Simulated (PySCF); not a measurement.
Spectroscopy problems

Theory: coordinates at the GFN2-xTB level, σ from GIAO-PBE0/pcSseg-1, B3LYP/pcJ-1 coupling constants (spin–dipole term left out of most H,H and C,H couplings), in PySCF (single conformer, non-relativistic, gas phase, fast rotation and ring inversion assumed for equivalent nuclei).

δ = σ(ref) − σ, references computed at the same level: ¹H, ¹³C vs TMS. Multiplet labels drop J under 1 Hz and among equivalent protons, and merge close values. Unscaled 3J(H,H) run several per cent high. Splittings of carbon signals by F and P are missing where no couplings were computed. Where no couplings were computed, multiplicities follow the n + 1 count of equivalent neighbours, and m marks all less simple cases (inequivalent or close neighbours, rings, F or P nearby). Shifts are as computed. Against solution values, carbons near 30 ppm lie about +3 ppm off and those near 130 ppm about +5 ppm. Of 1211 compounds with measured shifts, 218 miss one by over three times the rms of a fit or turn the order of signals round; such compounds aren't used in these exercises. OH and NH positions are gas-phase values without hydrogen bonding to other molecules.

Task: C₇H₁₀P₂. ¹H NMR (300 MHz, computed): δ 9.72 (m, 1H), 9.71 (m, 1H), 9.63 (m, 1H), 3.45 (m, 1H), 1.44 (d, 6H). ¹³C{¹H} NMR (computed): δ 194.2 (C), 169.4 (CH), 164.4 (CH), 162.1 (CH), 44.2 (CH), 27.7 (CH3). Give a structure.

Result: SMILES CC(C)c1cpccp1. 6 carbon signals for 7 carbons: some carbons are equivalent by symmetry or fast rotation. Carbon types of the structure: 1 × C, 4 × CH, 2 × CH3, which accounts for all hydrogens. δC 194.2: substituted aromatic carbon. δC 169.4, 164.4, 162.1: aromatic CH. δC 27.7: methyl carbon; a saturated carbon with 1 carbon neighbour and no heteroatom attached. δH 9.72, 9.71, 9.63: hydrogen on an aromatic CH; ring-current deshielding.

The data come from this structure; uniqueness wasn't tested.

Task: C₅H₇NO. ¹H NMR (300 MHz, computed): δ 3.14 (s, 2H), 2.92 (q, 2H), 1.13 (t, 3H). ¹³C{¹H} NMR (computed): δ 205.6 (C), 120.3 (C), 37.4 (CH2), 33.3 (CH2), 9.1 (CH3). Give a structure.

Result: SMILES N#CCC(CC)=O. The formula gives 3 degrees of unsaturation (no ring in the answer). 5 carbon signals for 5 carbons: no two carbons are equivalent. Carbon types of the structure: 2 × C, 2 × CH2, 1 × CH3, which accounts for all hydrogens. δC 205.6: ketone carbonyl carbon; the double bond to the heteroatom, with no lone-pair donor beside it, deshields it most. δC 120.3: nitrile carbon; typical of a nitrile. δC 37.4, 33.3: sp3 CH2 α to a carbonyl; α to the electron-withdrawing carbonyl group. δH 3.14, 2.92: hydrogen on an sp3 CH2 α to a carbonyl; α to C=O.

This is the structure that produced the data.

Task: C₄H₇N. ¹H NMR (500 MHz, computed): δ 6.38 (m, 1H), 6.37 (m, 1H), 4.00 (dt, J = 4.0, 1.5 Hz, 1H), 2.89 (ddd, J = 14.7, 4.0, 1.6 Hz, 1H), 1.83 (dq, J = 14.7, 1.6 Hz, 1H), 0.84 (br s, 2H). ¹³C{¹H} NMR (computed): δ 149.8 (CH), 145.5 (CH), 59.0 (CH), 47.4 (CH2). Give a structure.

Result: `N[C@@H]1C=CC1`. The formula gives 2 degrees of unsaturation (1 ring in the answer). 4 carbon signals for 4 carbons: no two carbons are equivalent. Carbon types of the structure: 3 × CH, 1 × CH2, leaving 2 H on heteroatoms. δC 149.8, 145.5: alkene CH; as expected for a trigonal carbon in a double bond. δH 6.38, 6.37: hydrogen on an alkene CH; attached to an sp2 carbon and in the plane of the double bond. δH 4.00: hydrogen on an allylic sp3 CH bonded to N; its carbon carries N, hence the downfield position. δH 2.89, 1.83: hydrogen on an allylic sp3 CH2; allylic position. The protons at 2.89 and 1.83 share a coupling of 14.7 Hz (geminal). The protons at 4.00 and 2.89 share a coupling of 4.0 Hz (vicinal).

The data come from this structure; uniqueness wasn't tested.
